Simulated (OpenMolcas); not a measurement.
Ne2+: effect of the basis set

| Quantity | Value |
| --- | --- |
| Program | OpenMolcas 26.06 |
| Method | SS-CASPT2, IPEA 0.25 Eh, imaginary shift 0.1 Eh (closed shells correlated: 1s) |
| Active space | 6 electrons in 4 orbitals (2s 2p) |
| State averaging | 2S+1 = 3 even, 3 roots; 2S+1 = 1 even, 6 roots; 2S+1 = 3 odd, 3 roots; 2S+1 = 1 odd, 3 roots |
| Spin-orbit coupling | state interaction with AMFI integrals over the reference wave functions, term energies averaged over their components |

A. ANO-RCC-VDZP [3s2p1d], DKH2, point nucleus; CASPT2 step of the order of 2.2 core-seconds
B. ANO-RCC-VTZP [4s3p2d1f], DKH2, point nucleus; CASPT2 step roughly 1.8 core-seconds
C. ANO-L-VTZP [4s3p2d1f], non-relativistic, point nucleus; CASPT2 step of the order of 1.2 core-seconds
D. ANO-R2 [4s4p2d1f], X2C, finite nucleus; CASPT2 step of the order of 2.9 core-seconds
E. ANO-R3 [4s4p2d1f], X2C, finite nucleus; CASPT2 step about 1.2 core-seconds
F. ANO-RCC-VQZP [5s4p3d2f1g], DKH2, point nucleus; CASPT2 step of the order of 2.1 core-seconds

Energies in eV above 2s² 2p⁴ ³P₂, the measured ground level; measured values from Moore, Atomic Energy Levels, vol. I, NSRDS-NBS 35 (1971 reprint of NBS Circular 467, 1949).

```
      Level       A       B       C       D       E       F  Measured
2s² 2p⁴ ³P₂  0.0000  0.0000  0.0000  0.0000  0.0000  0.0000    0.0000
2s² 2p⁴ ³P₁  0.0778  0.0745  0.0733  0.0744  0.0744  0.0748    0.0806
2s² 2p⁴ ³P₀  0.1146  0.1098  0.1081  0.1097  0.1097  0.1103    0.1149
2s² 2p⁴ ¹D₂   3.342   3.254   3.267   3.244   3.244   3.208    3.2039
2s² 2p⁴ ¹S₀   6.952   6.923   6.941   6.905   6.905   6.852    6.9117
2s 2p⁵ ³P°₂  25.659  25.507  25.420  25.496  25.496  25.468          
2s 2p⁵ ³P°₁  25.734  25.579  25.490  25.568  25.568  25.541   25.4018
2s 2p⁵ ³P°₀  25.772  25.616  25.526  25.605  25.605  25.577   25.4421
2s 2p⁵ ¹P°₁  36.734  36.508  36.415  36.447  36.447  36.363
```

Deviations, from unrounded energies. A percentage is the sum of absolute deviations over the sum of measured energies, with the sign that they share, or ± where signs differ.

```
                        Against measurement  Levels     A     B     C     D     E     F
             mean absolute deviation (cm-1)       6  1100   570   380   520   520   470
      fine structure of the ground term (%)       2  -1.6  -5.7  -7.2  -5.8  -5.8  -5.3
other terms of the ground configuration (%)       2  +1.8  +0.6  +0.9  ±0.5  ±0.5  ±0.6
                   other configurations (%)       2  +1.3  +0.7  +0.3  +0.6  +0.6  +0.5
```

C lies closest to measurement on these levels and A furthest from it. The largest miss of C in the table is 2s 2p⁵ ³P°₁, by +710 cm-1. The ranking rests on the paired levels alone, and a cruder setting can come out closer through cancelling errors.

Among A to F the level of the table that moves most is 2s 2p⁵ ¹P°₁, by 3000 cm-1 (lowest in F, highest in A). Moves below CASPT2's spread within the term are not significant.

CASPT2 breaks the degeneracy within a term, and the mean is taken; among the terms shown or strongly mixed into the levels shown the widest spread is 72 cm-1 (2s² 2p⁴ ¹D, C). Measured partners are found by configuration, term and J. A level has none where our copy of the source lacks it or the pairing is in doubt (some pairs that miss far off the trend of their configuration count as doubtful), and it then counts in no deviation. Levels of configurations outside the active space are missing.

° marks odd parity.
